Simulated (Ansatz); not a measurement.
`C[Si](C)(C)N` → `CC` + `C[Si]N` at 600 K and 1 bar (silylene formation by 1,1-elimination).

Isolated molecules relaxed with PBE0-D4/def2-TZVP in Ansatz; ΔE leaves out vibrations. CCSD(T)/CBS adds triple-zeta CCSD(T) − MP2 to the extrapolated MP2 energy (def2 sets, frozen cores). This one scheme is used for every species. Each species was taken in one conformer, which may not be the lowest.

| species | CCSD(T)/CBS energy (Eh) | H − E (kJ/mol) | S (J/(mol·K)) |
| --- | --- | --- | --- |
| `C[Si](C)(C)N` | -464.63944 | 441.7 | 504.0 |
| `CC` | -79.71954 | 228.8 | 274.9 |
| `C[Si]N` | -384.84019 | 208.0 | 361.9 |

H − E and S are ideal-gas, rigid-rotor, harmonic terms from PBE0-D4/def2-TZVP, for one conformer and one mirror image of each species. 1 Eh = 2625.50 kJ/mol, R = 8.31446 J/(mol·K).

Question: By hand: ΔE, ΔH, ΔS and ΔG.

Answer: ΔE = (-79.71954) + (-384.84019) − (-464.63944) = 0.07971 Eh = 209.3 kJ/mol. Δ(H − E) = 228.8 + 208.0 − 441.7 = -4.9, so ΔH = 204.4 kJ/mol. ΔS = 274.9 + 361.9 − 504.0 = 132.8 J/(mol·K). ΔG = 204.4 − 600 × (132.8)/1000 = 124.7 kJ/mol.

Question: By hand: the equilibrium constant, and the temperature at which ΔG would vanish if ΔH and ΔS stayed fixed.

Answer: log₁₀ K = −ΔG/(RT ln 10) = -10.9. ΔG = 0 at ΔH/ΔS = 1539 K.

The number of gas molecules changes by +1, which sets the sign of ΔS. A doubt of 5 kJ/mol in ΔE shifts log₁₀ K by 0.4 here. Other conformers and mirror images would add mixing entropy, several J/(mol·K) or more a flexible species. Modes under 60 cm⁻¹, often nearly free rotors, make the harmonic entropy too high. These are equilibria of isolated gas molecules and say nothing of rates. Largest T1 diagnostic: 0.013 (customary marks: 0.02 for closed shells, 0.045 for open ones).
